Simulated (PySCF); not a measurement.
PySCF input for B(Cl)2(Et) (C₂H₅BCl₂), SMILES CCB(Cl)Cl, TDA-B3LYP/def2-SVPD. Coordinates come from a B3LYP-D3(BJ)/def2-SVP optimisation. The values are those of a single conformer.

```python
import numpy as np
from pyscf import gto, scf, dft, tdscf

mol = gto.M(
    atom='''
    B    -0.11088327    0.17940440   -0.00000001
    Cl    1.62210753   -0.13903857   -0.00000000
    Cl   -0.63603637    1.86500170    0.00000000
    C    -1.17151150   -0.97078154   -0.00000000
    C    -0.65880885   -2.41252070    0.00000000
    H    -1.83247175   -0.78589951   -0.86924621
    H    -1.83247175   -0.78589951    0.86924621
    H    -0.03606318   -2.61602545    0.88495057
    H    -0.03606317   -2.61602545   -0.88495056
    H    -1.48980137   -3.13473196   -0.00000000
    ''',
    basis='def2-SVPD',
    charge=0,
    spin=0,
    symmetry=True,
    max_memory=1600,
    verbose=4,
)
mf = dft.RKS(mol, xc='b3lyp').density_fit(auxbasis='def2-universal-jkfit')
mf.grids.level = 3
mf.conv_tol = 1e-9
mf.max_cycle = 100
mf.kernel()
mf.grids = dft.Grids(mol).set(level=1).build(with_non0tab=True)  # coarser grid for the response kernel
td = tdscf.TDA(mf)
td.singlet = True
td.nstates = 10
td.conv_tol = 1e-4
td.positive_eig_threshold = 1e-6
td.kernel(x0=td.get_init_guess(mf, 15))
td.analyze()
tt = tdscf.TDA(mf)
tt.singlet = False
tt.nstates = 4
tt.conv_tol = 1e-4
tt.positive_eig_threshold = 1e-6
tt.kernel(x0=tt.get_init_guess(mf, 9))
tt.analyze(verbose=3)
```

Program output:

```
PySCF version 2.14.0

[INPUT] verbose = 4
[INPUT] num. atoms = 10
[INPUT] num. electrons = 56
[INPUT] charge = 0
[INPUT] spin (= nelec alpha-beta = 2S) = 0
[INPUT] symmetry True subgroup None
[INPUT] Mole.unit = angstrom
[INPUT] Symbol           X                Y                Z      unit          X                Y                Z       unit  Magmom
[INPUT]  1 B     -0.110883270000   0.179404400000  -0.000000010000 AA   -0.209539012096   0.339025181542  -0.000000018897 Bohr   0.0
[INPUT]  2 Cl     1.622107530000  -0.139038570000   0.000000000000 AA    3.065338976295  -0.262744818051   0.000000000000 Bohr   0.0
[INPUT]  3 Cl    -0.636036370000   1.865001700000   0.000000000000 AA   -1.201934544563   3.524342434848   0.000000000000 Bohr   0.0
[INPUT]  4 C     -1.171511500000  -0.970781540000   0.000000000000 AA   -2.213835886778  -1.834511237384   0.000000000000 Bohr   0.0
[INPUT]  5 C     -0.658808850000  -2.412520700000   0.000000000000 AA   -1.244968294940  -4.559003392844   0.000000000000 Bohr   0.0
[INPUT]  6 H     -1.832471750000  -0.785899510000  -0.869246210000 AA   -3.462869738502  -1.485134835330  -1.642637271716 Bohr   0.0
[INPUT]  7 H     -1.832471750000  -0.785899510000   0.869246210000 AA   -3.462869738502  -1.485134835330   1.642637271716 Bohr   0.0
[INPUT]  8 H     -0.036063180000  -2.616025450000   0.884950570000 AA   -0.068149533381  -4.943571635392   1.672314211078 Bohr   0.0
[INPUT]  9 H     -0.036063170000  -2.616025450000  -0.884950560000 AA   -0.068149514484  -4.943571635392  -1.672314192180 Bohr   0.0
[INPUT] 10 H     -1.489801370000  -3.134731960000   0.000000000000 AA   -2.815316569302  -5.923784878321   0.000000000000 Bohr   0.0

nuclear repulsion = 250.303401976439
point group symmetry = Cs
symmetry origin: [ 1.68725549e-09 -3.71196198e-09 -1.34980438e-09]
symmetry axis x: [ 1.00000000e+00 -1.40248312e-09 -5.36203883e-11]
symmetry axis y: [-1.40248312e-09 -1.00000000e+00  2.88268761e-10]
symmetry axis z: [5.36203887e-11 2.88268761e-10 1.00000000e+00]
num. orbitals of irrep A' = 102
num. orbitals of irrep A" = 52
number of shells = 66
number of NR pGTOs = 230
number of NR cGTOs = 154
basis = def2-SVPD
ecp = {}


******** <class 'pyscf.df.df_jk.DFSymAdaptedRKS'> ********
method = DFSymAdaptedRKS
initial guess = minao
damping factor = 0
level_shift factor = 0
DIIS = <class 'pyscf.scf.diis.CDIIS'>
diis_start_cycle = 1
diis_space = 8
diis_damp = 0
SCF conv_tol = 1e-09
SCF conv_tol_grad = None
SCF max_cycles = 100
direct_scf = False
XC library pyscf.dft.libxc version 7.1.2
    S. Lehtola, C. Steigemann, M. J. T. Oliveira, and M. A. L. Marques,  SoftwareX 7, 1–5 (2018)
XC functionals = b3lyp
    P. J. Stephens, F. J. Devlin, C. F. Chabalowski, and M. J. Frisch,  J. Phys. Chem. 98, 11623 (1994)
radial grids:
    Treutler-Ahlrichs [JCP 102, 346 (1995); DOI:10.1063/1.469408] (M4) radial grids

becke partition: Becke, JCP 88, 2547 (1988); DOI:10.1063/1.454033
pruning grids: <function nwchem_prune>
grids dens level: 3
symmetrized grids: True
atomic radii adjust function: <function treutler_atomic_radii_adjust>
small_rho_cutoff = 0
Freeze 0 electrons in irreps []
    56 free electrons in irreps A' A"
Set gradient conv threshold to 3.16228e-05
Initial guess from minao.
tot grids = 129088
******** <class 'pyscf.df.df.DF'> ********
auxbasis = def2-universal-jkfit
init E= -1024.51658947291
HOMO (A') = -0.354895946203187  LUMO (A") = -0.0873373375911508  gap/eV = 7.28064
cycle= 1 E= -1024.21393247964  delta_E= 0.303  |g|= 0.38  |ddm|=  4.1
HOMO (A') = -0.290991956675037  LUMO (A") = -0.0630063300330135  gap/eV = 6.20380
cycle= 2 E= -1024.19879157195  delta_E= 0.0151  |g|= 0.457  |ddm|= 1.09
HOMO (A') = -0.314715146367738  LUMO (A") = -0.0507746474159951  gap/eV = 7.18219
cycle= 3 E= -1024.25392374506  delta_E= -0.0551  |g|= 0.0399  |ddm|= 0.568
HOMO (A') = -0.321862913925547  LUMO (A") = -0.058653781326496  gap/eV = 7.16229
cycle= 4 E= -1024.2542928826  delta_E= -0.000369  |g|= 0.0179  |ddm|= 0.0798
HOMO (A') = -0.320539687513677  LUMO (A") = -0.0557602462266096  gap/eV = 7.20502
cycle= 5 E= -1024.25437738627  delta_E= -8.45e-05  |g|= 0.00634  |ddm|= 0.0283
HOMO (A') = -0.320213471263554  LUMO (A") = -0.0559941508598838  gap/eV = 7.18977
cycle= 6 E= -1024.25438830181  delta_E= -1.09e-05  |g|= 0.000922  |ddm|= 0.00898
HOMO (A') = -0.320340970734269  LUMO (A") = -0.0560325639918635  gap/eV = 7.19220
cycle= 7 E= -1024.25438851296  delta_E= -2.11e-07  |g|= 0.000153  |ddm|= 0.00172
HOMO (A') = -0.320321236554663  LUMO (A") = -0.0560344715280872  gap/eV = 7.19161
cycle= 8 E= -1024.25438851872  delta_E= -5.76e-09  |g|= 6.01e-05  |ddm|= 0.000325
HOMO (A') = -0.320322690251159  LUMO (A") = -0.0560307633735548  gap/eV = 7.19175
cycle= 9 E= -1024.25438851975  delta_E= -1.03e-09  |g|= 8.48e-06  |ddm|= 0.000102
HOMO (A') = -0.320322336480304  LUMO (A") = -0.0560305800614938  gap/eV = 7.19175
cycle= 10 E= -1024.25438851978  delta_E= -2.14e-11  |g|= 2.59e-06  |ddm|= 1.72e-05
HOMO (A') = -0.320322730267505  LUMO (A") = -0.0560307115785674  gap/eV = 7.19175
Extra cycle  E= -1024.25438851978  delta_E= -2.5e-12  |g|= 2.24e-06  |ddm|= 8.04e-06
converged SCF energy = -1024.25438851978
tot grids = 40536
Overwritten attributes  positive_eig_threshold  of <class 'pyscf.tdscf.rks.TDA'>


******** <class 'pyscf.tdscf.rks.TDA'> for <class 'pyscf.df.df_jk.DFSymAdaptedRKS'> ********
nstates = 10 singlet
deg_eia_thresh = 1.000e-03
wfnsym = None
conv_tol = 0.0001
eigh lindep = 1e-12
eigh level_shift = 0
eigh max_cycle = 100


Excitation energies (eV)
[5.88058984 5.94255177 6.98469648 7.35099006 7.39289845 7.72231969
 7.75550287 7.80686068 8.13748707 8.19926743]

** Singlet excitation energies and oscillator strengths **
Excited State   1:   A"      5.88059 eV    210.84 nm  f=0.0002
      28 -> 29        0.70531
Excited State   2:   A"      5.94255 eV    208.64 nm  f=0.0004
      27 -> 29       -0.70383
Excited State   3:   A'      6.98470 eV    177.51 nm  f=0.1267
      26 -> 29       -0.67763
Excited State   4:   A"      7.35099 eV    168.66 nm  f=0.0020
      24 -> 29        0.70022
Excited State   5:   A'      7.39290 eV    167.71 nm  f=0.0931
      25 -> 29       -0.68082
      28 -> 30        0.10192
Excited State   6:   A'      7.72232 eV    160.55 nm  f=0.0748
      28 -> 30       -0.68830
Excited State   7:   A'      7.75550 eV    159.87 nm  f=0.0466
      27 -> 30        0.69789
Excited State   8:   A"      7.80686 eV    158.81 nm  f=0.0002
      22 -> 29        0.70260
Excited State   9:   A"      8.13749 eV    152.36 nm  f=0.0006
      26 -> 30       -0.70109
Excited State  10:   A'      8.19927 eV    151.21 nm  f=0.0344
      23 -> 29        0.67574

** Transition electric dipole moments (AU) **
state          X           Y           Z        Dip. S.      Osc.
  1        -0.0000      0.0000     -0.0337      0.0011      0.0002
  2         0.0000      0.0000      0.0548      0.0030      0.0004
  3         0.4406     -0.7391     -0.0000      0.7404      0.1267
  4        -0.0000     -0.0000      0.1041      0.0108      0.0020
  5        -0.6658     -0.2662     -0.0000      0.5141      0.0931
  6        -0.5894      0.2191      0.0000      0.3954      0.0748
  7         0.2721      0.4138     -0.0000      0.2452      0.0466
  8         0.0000      0.0000     -0.0324      0.0011      0.0002
  9        -0.0000      0.0000     -0.0536      0.0029      0.0006
 10         0.2720      0.3120      0.0000      0.1713      0.0344

** Transition velocity dipole moments (imaginary part, AU) **
state          X           Y           Z        Dip. S.      Osc.
  1        -0.0000      0.0000      0.0143      0.0002      0.0006
  2         0.0000     -0.0000     -0.0267      0.0007      0.0022
  3         0.0338     -0.0814     -0.0000      0.0078      0.0202
  4        -0.0000     -0.0000     -0.0234      0.0005      0.0014
  5        -0.0545     -0.0616     -0.0000      0.0068      0.0166
  6        -0.1207      0.0365      0.0000      0.0159      0.0373
  7         0.0700      0.1235     -0.0000      0.0202      0.0471
  8         0.0000      0.0000     -0.0154      0.0002      0.0005
  9        -0.0000      0.0000     -0.0113      0.0001      0.0003
 10         0.0272      0.0518      0.0000      0.0034      0.0076

** Transition magnetic dipole moments (imaginary part, AU) **
state          X           Y           Z
  1        -0.0323      0.6171     -0.0000
  2         0.7484     -0.4424     -0.0000
  3         0.0000      0.0000     -0.1151
  4        -0.2530     -0.2092      0.0000
  5        -0.0000     -0.0000     -0.2666
  6         0.0000      0.0000     -0.8992
  7         0.0000     -0.0000     -0.1455
  8         0.4723      0.3892     -0.0000
  9         0.4059      0.4458      0.0000
 10        -0.0000     -0.0000     -0.1079


******** <class 'pyscf.tdscf.rks.TDA'> for <class 'pyscf.df.df_jk.DFSymAdaptedRKS'> ********
nstates = 4 triplet
deg_eia_thresh = 1.000e-03
wfnsym = None
conv_tol = 0.0001
eigh lindep = 1e-12
eigh level_shift = 0
eigh max_cycle = 100


Excitation energies (eV)
[5.54224229 5.73387464 6.01515937 6.64021705]

** Triplet excitation energies and oscillator strengths **
Excited State   1:   A"      5.54224 eV    223.71 nm  f=0.0000
Excited State   2:   A"      5.73387 eV    216.23 nm  f=0.0000
Excited State   3:   A'      6.01516 eV    206.12 nm  f=0.0000
Excited State   4:   A'      6.64022 eV    186.72 nm  f=0.0000
```

The run converged.

Cost: very roughly 2.6 core-minutes.
